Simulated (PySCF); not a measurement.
Method: PBE0-D4/def2-TZVP (PySCF). Gas-phase values, no solvent. One relaxed conformer stands for a flexible species; it need not be the lowest. Excitations are Tamm–Dancoff values on a coarser integration grid. The basis has no diffuse functions, so Rydberg states are missing or too high.

Reference species (SMILES): `C[SiH2]N[SiH3]` (C–Si–N–Si torsion 75°) (neutral, multiplicity 1).

```yaml
S1 oscillator strength: 0.010
S1–T1 gap (TDA): 0.36 eV
S1 excitation (TDA): 6.14 eV
HOMO–LUMO gap: 7.54 eV
```

Changed species: `C[Si@@H](N)[SiH3]`.

### Question
Predict the effect on the S1 oscillator strength, S1–T1 gap (TDA), S1 excitation (TDA) and HOMO–LUMO gap.

### Answer
the S1 oscillator strength is nearly the same; the S1–T1 gap (TDA) rises by 0.15 eV, to 0.51 eV; the S1 excitation (TDA) drops by 0.21 eV, to 5.93 eV; the HOMO–LUMO gap decreases by 0.29 eV, to 7.25 eV.
